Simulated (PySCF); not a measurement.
Species: C2H5GeP.
Numbering: `[CH:1]#[C:2][GeH2:3][PH2:4]` (hydrogens: H5 on C1; H6, H7 on Ge3; H8, H9 on P4)

Method: PBE0-D3(BJ)/def2-SVP geometry optimisation, gas phase (PySCF 2.14.0); density fitting, grid level 1; the optimiser is geomeTRIC in internal coordinates, started from a GFN2-xTB structure with every atom displaced at random (about 0.01 Å).

Step 0: E = -67935.6417 eV
```
atom  x, y, z in Å  |  force x, y, z in eV/Å
C1     -1.8091   -0.6668   -1.3453   -2.850  -0.186  -3.053
C2     -1.0314   -0.5955   -0.4580    2.599   0.357   2.672
Ge3     0.2821   -0.4207    0.8903    0.286  -0.099  -0.162
P4      1.8334    1.2766    0.4852   -0.123  -0.107   0.954
H5     -2.5478   -0.7125   -2.1304    0.138  -0.045   0.085
H6     -0.4405   -0.2044    2.1928   -0.239   0.257   0.533
H7      0.9950   -1.7599    0.9973    0.255  -0.251  -0.034
H8      1.9862    0.8912   -0.8390    0.151  -0.267  -0.915
H9      0.7900    2.1748    0.1733   -0.217   0.342  -0.079
```

**Question.** Estimate the geometry and energy of step 1. (The exact step hangs on the optimiser's Hessian estimate; all steps are aligned on step 0, rigid shifts and turns removed.)

**Answer.** E = -67935.7595 eV, largest force 0.443 eV/Å
```
atom  x, y, z in Å  |  force x, y, z in eV/Å
C1     -1.8055   -0.6237   -1.3689    0.342   0.017   0.282
C2     -1.0010   -0.5761   -0.4537   -0.278  -0.073  -0.165
Ge3     0.2899   -0.4640    0.9375    0.009   0.002   0.134
P4      1.7869    1.2515    0.4655   -0.006   0.016  -0.185
H5     -2.4944   -0.6721   -2.1892   -0.120   0.001  -0.080
H6     -0.4141   -0.1586    2.2827    0.064  -0.062  -0.193
H7      1.0479   -1.8067    1.0254   -0.067   0.121  -0.005
H8      1.9115    0.8494   -0.9097   -0.003   0.052   0.187
H9      0.7367    2.1832    0.1767    0.058  -0.074   0.026
```

The energy changes by -0.1178 eV. The first-order estimate −F·Δx gives -0.2967 eV and the mean of the old and new forces, exact on a quadratic surface, -0.1214 eV. The step makes an angle of 77° with the force vector and moves no atom by more than 0.111 Å.

The cost below is that of the whole optimisation. The run took 16 s on one thread, Arm Neoverse V2 (aarch64), shared host, and the process peaked at 0.43 GiB of memory.
